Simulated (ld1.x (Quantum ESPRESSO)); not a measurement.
# What one change does to a pseudopotential (hafnium, PAW)

ld1.x (Quantum ESPRESSO) 7.5 input, shortened:

```
&input
   title='Hf', zed=72., rel=1, dft='PBE', iswitch=3,
   config='[Xe] 4f14 5d2 5f-2 6s2 6p0'
 /
 &inputp
   pseudotype=3, lpaw=.true., tm=.true., lloc=-1, rcloc=1.45,
   nlcc=.true., new_core_ps=.true.,
   which_augfun='GAUSS', rmatch_augfun=1.70
 /
8
5S  1  0   2.00   0.00  1.70  1.90  0.0
6S  2  0   2.00   0.00  1.70  1.90  0.0
5P  2  1   6.00   0.00  1.80  1.90  0.0
6P  3  1   0.00   0.00  1.80  1.90  0.0
5D  3  2   2.00   0.00  1.75  2.25  0.0
5D  3  2   0.00   1.20  1.75  2.25  0.0
5F  4  3  -2.00  -0.20  1.70  2.30  0.0
5F  4  3  -2.00   2.30  1.70  2.30  0.0
 &test
   configts(1)='5s2 5p6 5d2 6s2 6p0'
 /
```

Change: wave 5d channel at 1.2 Ry: rcut 1.75, rcutus 2.25 bohr becomes 5d channel at 4.12 Ry: rcut 1.75, rcutus 2.25 bohr.

Cutoffs: the cutoffs (Ry, on a coarse ladder) from which the occupation-weighted sum of valence levels, in a spherical-Bessel basis at the reference potential, stays within 10 and 1 mRy of its value at 400 Ry; they do not see the model core or the augmentation charge, which bear on the density cutoff. Errors are all-electron minus pseudo energies relative to the spin-unpolarised reference configuration.

Problem. Predict the effect on cutoff, ghosts and configuration errors.

Solution. The potential gets neither clearly harder nor softer (25 Ry and 40 Ry → 25 Ry and 40 Ry); both files keep a bound ghost (f); of the 7 tests that both files solve, the error grows in 3 and shrinks in 0 by more than 15 % and 0.3 meV (median size 5.1 → 5.6 meV).

| quantity | base | changed |
| --- | --- | --- |
| cutoff, loose | 25 Ry | 25 Ry |
| cutoff, tight | 40 Ry | 40 Ry |
| loose cutoff by channel (10 mRy a level) | s 18 Ry, p 18 Ry, d 15 Ry | s 18 Ry, p 18 Ry, d 18 Ry |
| bound ghosts | f | f |
| error for 5s2 5p6 5d2 6s1 6p0, meV [ΔE 7.98 eV] | -2.5 | -2.5 |
| error for 5s2 5p6 5d2 6s0 6p0, meV [ΔE 22.16 eV] | -6.6 | -8.1 |
| error for 5s2 5p6 5d1 6s0 6p0, meV [ΔE 43.95 eV] | -68 | -66 |
| error for 5s2 5p6 5d2 6s0 6p1, meV [ΔE 12.65 eV] | +0.6 | -1.4 |
| error for 5s2 5p6 5d3 6s1 6p0, meV [ΔE 2.59 eV] | -5.1 | -5.6 |
| error for 5s2 5p6 5d2.5 6s1.5 6p0, meV [ΔE 1.26 eV] | -2.4 | -2.4 |
| error for 5s2 5p6 5d3 6s0 6p0, meV [ΔE 9.99 eV] | -5.8 | -8.9 |
| s: phases at 2.50 bohr within 0.05 rad from the reference energy up to (Ry; the scan ends near 5) | to the end of the scan | to the end of the scan |
| p: phases at 2.50 bohr within 0.05 rad from the reference energy up to (Ry; the scan ends near 5) | to the end of the scan | to the end of the scan |
| d: phases at 2.50 bohr within 0.05 rad from the reference energy up to (Ry; the scan ends near 5) | to the end of the scan | to the end of the scan |
| f: phases at 2.50 bohr within 0.05 rad from the reference energy up to (Ry; the scan ends near 5) | to the end of the scan | to the end of the scan |
| lowest overlap eigenvalue by channel | s 0.06, p 0.03, d 0.85, f 1.00 | s 0.06, p 0.03, d 0.85, f 1.00 |

 A true bound ghost makes a file unfit for plane-wave use even where its test errors are small: the radial tests pick states by their node count and pass the ghost by.
